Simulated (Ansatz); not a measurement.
Basis-set series for CH3AlINO, SMILES `[I][Al]1[NH]C[O]1`. Total charge 0; spin multiplicity 1. I takes the def2 core potential. The geometry is a stationary point of PBE0-D4/def2-TZVP.

| functional | basis | functions | energy (Eh) | HOMO (eV) | LUMO (eV) |
| --- | --- | --- | --- | --- | --- |
| PBE0-D4 | def2-SVP | 101 | -709.62989 | -6.95 | -0.81 |
| PBE0-D4 | def2-QZVPP | 413 | -709.94701 | -7.05 | -1.06 |
| ωB97M-V | def2-SVP | 101 | -709.82224 | -9.26 | 0.95 |
| ωB97M-V | def2-QZVPP | 413 | -710.14404 | -9.39 | 0.41 |

(1) Give the rows for def2-TZVPP. (Best estimate.)

Answers

(1) Computed: 
```csv
functional,basis,functions,energy (Eh),HOMO (eV),LUMO (eV)
PBE0-D4,def2-TZVPP,227,-709.92848,-7.02,-0.96
ωB97M-V,def2-TZVPP,227,-710.12636,-9.35,0.72
```

Positive LUMOs are unbound and depend on the basis.
